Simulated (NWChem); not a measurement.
System: Si2NH5F2; SMILES N[Si@@H](F)[SiH2]F

Input file for NWChem:

```
start job
memory heap 200 mb stack 900 mb global 1100 mb
geometry units angstroms noautosym nocenter noautoz
  N      1.569248    -1.315470     0.215301
  Si     0.008240    -0.870543    -0.345020
  F     -1.212215    -1.762886     0.266132
  Si    -0.458364     1.332200     0.302095
  F      0.553087     2.350016    -0.459440
  H      1.868112    -1.143091     1.167277
  H      2.064952    -2.100223    -0.190830
  H      0.012523    -1.103182    -1.812021
  H     -1.853950     1.719257    -0.043536
  H     -0.273211     1.501043     1.772609
end
basis spherical
  * library 6-31g*
end
dft
  xc hfexch
  iterations 150
  mulliken
end
task dft energy
esp
  recalculate
  probe 0.07
  range 0.3
  factor 1.0
  spacing 0.02
end
task esp
```

Output (shortened):

```
             Northwest Computational Chemistry Package (NWChem) 7.3.0
             --------------------------------------------------------

                             Geometry "geometry" -> ""
                             -------------------------

 Output coordinates in angstroms (scale by  1.889725989 to convert to a.u.)

  No.       Tag          Charge          X              Y              Z
 ---- ---------------- ---------- -------------- -------------- --------------
    1 N                    7.0000     1.56924800    -1.31547000     0.21530100
    2 Si                  14.0000     0.00824000    -0.87054300    -0.34502000
    3 F                    9.0000    -1.21221500    -1.76288600     0.26613200
    4 Si                  14.0000    -0.45836400     1.33220000     0.30209500
    5 F                    9.0000     0.55308700     2.35001600    -0.45944000
    6 H                    1.0000     1.86811200    -1.14309100     1.16727700
    7 H                    1.0000     2.06495200    -2.10022300    -0.19083000
    8 H                    1.0000     0.01252300    -1.10318200    -1.81202100
    9 H                    1.0000    -1.85395000     1.71925700    -0.04353600
   10 H                    1.0000    -0.27321100     1.50104300     1.77260900

 Effective nuclear repulsion energy (a.u.)     301.8379880283

  xc_inp: hfexch multiplicative factor not found.

                                 NWChem DFT Module
                                 -----------------

 Summary of "ao basis" -> "ao basis" (spherical)
 ------------------------------------------------------------------------------
       Tag                 Description            Shells   Functions and Types
 ---------------- ------------------------------  ------  ---------------------
 N                           6-31g*                  6       14   3s2p1d
 Si                          6-31g*                  8       18   4s3p1d
 F                           6-31g*                  6       14   3s2p1d
 H                           6-31g*                  2        2   2s

            General Information
            -------------------
          SCF calculation type: DFT
          Wavefunction type:  closed shell.
          No. of atoms     :    10
          No. of electrons :    58
           Alpha electrons :    29
            Beta electrons :    29
          Charge           :     0
          Spin multiplicity:     1
          Use of symmetry is: off; symmetry adaption is: off
          Maximum number of iterations: 150
          AO basis - number of functions:    88
                     number of shells:    44
          Convergence on energy requested:  1.00D-06
          Convergence on density requested:  1.00D-05
          Convergence on gradient requested:  5.00D-04

              XC Information
              --------------
                     Hartree-Fock (Exact) Exchange  1.000

      Superposition of Atomic Density Guess
      -------------------------------------

 Sum of atomic energies:        -833.16418003

      Non-variational initial energy
      ------------------------------

 Total energy =    -834.516719
 1-e energy   =   -1756.830195
 2-e energy   =     620.475488
 HOMO         =      -0.309837
 LUMO         =       0.002853

     ---------------------------------------------
      Total Density - Mulliken Population Analysis
     ---------------------------------------------

    Atom       Charge   Shell Charges
 -----------   ------   -------------------------------------------------------
    1 N    7     8.20   2.00  0.82  2.66  0.82  1.89  0.01
    2 Si  14    12.96   2.00  2.00  5.97  0.90  1.33  0.24  0.33  0.20
    3 F    9     9.62   2.00  0.95  3.48  1.00  2.19  0.01
    4 Si  14    13.24   2.00  2.00  5.97  0.94  1.45  0.31  0.43  0.14
    5 F    9     9.63   2.00  0.95  3.48  1.01  2.19  0.01
    6 H    1     0.56   0.41  0.15
    7 H    1     0.56   0.41  0.15
    8 H    1     1.08   0.48  0.61
    9 H    1     1.08   0.47  0.60
   10 H    1     1.08   0.47  0.60

[...]

                     NWChem Electrostatic Potential Fit Module
                     -----------------------------------------

 Atom parameters

 Number of atoms is                                   10
 Number of basis functions is                         88

 Grid parameters

 Maximum number of grid points is                  46442
 Number of grid points is                          46441
 Grid range                                     0.300000 nm
 Grid spacing                                   0.020000 nm
 Probe radius                                   0.070000 nm
 Atom radius factor                             1.000000

 Atomic radii

    1    0.100000
    7    0.140000
    9    0.128000
   14    0.187000
 FASTESP  F
  using M.O. file = ./job.movecs

    Atom              Coordinates                           Charge

                                                  ESP

    1 N     0.156925   -0.131547    0.021530   -1.056566
    2 Si    0.000824   -0.087054   -0.034502    0.887698
    3 F    -0.121222   -0.176289    0.026613   -0.408261
    4 Si   -0.045836    0.133220    0.030210    0.524418
    5 F     0.055309    0.235002   -0.045944   -0.340579
    6 H     0.186811   -0.114309    0.116728    0.381247
    7 H     0.206495   -0.210022   -0.019083    0.408888
    8 H     0.001252   -0.110318   -0.181202   -0.165736
    9 H    -0.185395    0.171926   -0.004354   -0.127392
   10 H    -0.027321    0.150104    0.177261   -0.103717
                                            ------------
                                               -0.000000

 Dipole moment                                  0.717639

 Quadrupole moment Qxx                          3.116373
                   Qyy                        -11.285601
                   Qzz                          8.169228

 RMS deviation kJ/mol                           0.056856

 RRMS %                                        25.902044
```

Level: Hartree-Fock/6-31G* (spherical d). The geometry was optimised at B3LYP/6-31G* (spherical d).
